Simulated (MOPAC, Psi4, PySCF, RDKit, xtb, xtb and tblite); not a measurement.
Two geometries of SMILES c1ccc(o1)C=Cc1ccco1 (C10H8O2), relaxed at GFN2-xTB with one dihedral held; other torsions can differ between them too.

Structure A

```
20

C      0.4221     0.4452     0.3469
C     -0.4274    -0.3961    -0.2483
C     -1.8588    -0.2710    -0.1974
C     -2.8355    -1.0597    -0.7583
C     -4.0707    -0.4788    -0.4010
C     -3.7631     0.6169     0.3480
O     -2.4362     0.7518     0.4767
C      1.8755     0.3030     0.2518
C      2.7369    -0.5516     0.8783
C      4.0251    -0.2674     0.3620
C      3.8497     0.7263    -0.5479
O      2.5546     1.0765    -0.6259
H      0.0448     1.3165     0.8669
H     -0.0613    -1.2522    -0.7973
H     -2.6823    -1.9398    -1.3487
H     -5.0490    -0.8258    -0.6633
H     -4.3796     1.3517     0.8274
H      2.4836    -1.2790     1.6221
H      4.9462    -0.7415     0.6325
H      4.5365     1.2494    -1.1831
```

Structure B

```
20

C     -0.4408     0.4177     0.2449
C      0.4358    -0.4340    -0.3032
C      1.8614    -0.2905    -0.2196
C      2.8618    -1.0872    -0.7265
C      4.0805    -0.4759    -0.3642
C      3.7417     0.6444     0.3333
O      2.4102     0.7667     0.4259
C     -1.8800     0.2960     0.0920
C     -2.8051     1.2045    -0.3507
C     -4.0686     0.5850    -0.2137
C     -3.8267    -0.6381     0.3305
O     -2.5113    -0.8194     0.5274
H     -0.0859     1.3264     0.7124
H      0.0920    -1.3201    -0.8177
H      2.7338    -1.9923    -1.2843
H      5.0692    -0.8195    -0.5898
H      4.3374     1.4056     0.7974
H     -2.6018     2.1772    -0.7494
H     -5.0210     0.9975    -0.4771
H     -4.4802    -1.4371     0.6199
```

Q: Which is lower in energy at the level PBE0-D3(BJ)/def2-SVP // GFN2-xTB in Psi4 1.11, and by how much?

A: B is lower, by 1.53 kcal/mol (dihedral C2–C1–C8–O12: 100° in A, 60° in B).

E(B) − E(A) in kcal/mol at the other levels, on the same two geometries: GFN2-xTB (xtb and tblite) -1.86; MMFF94 // GFN2-xTB (RDKit) -2.23; PBE0/def2-SVP // GFN2-xTB (Psi4) -1.55; PBE/def2-SVP // GFN2-xTB (Psi4) -1.98; PBE-D3(BJ)/def2-SVP // GFN2-xTB (Psi4) -1.96; UFF // GFN2-xTB (RDKit) -2.85; PM6, restricted, heats of formation // GFN2-xTB (MOPAC) -0.61; AM1, restricted, heats of formation // GFN2-xTB (MOPAC) -1.16; GFN1-xTB // GFN2-xTB (xtb) -2.02; restricted B3LYP/6-31G*, spherical d, density fitting // GFN2-xTB (PySCF) -1.59; restricted MP2 (frozen core)/3-21G // GFN2-xTB (PySCF) -0.71; restricted LDA (SVWN5)/6-31G*, spherical d, density fitting // GFN2-xTB (PySCF) -2.04; restricted Hartree-Fock/3-21G, density fitting // GFN2-xTB (PySCF) -0.81.
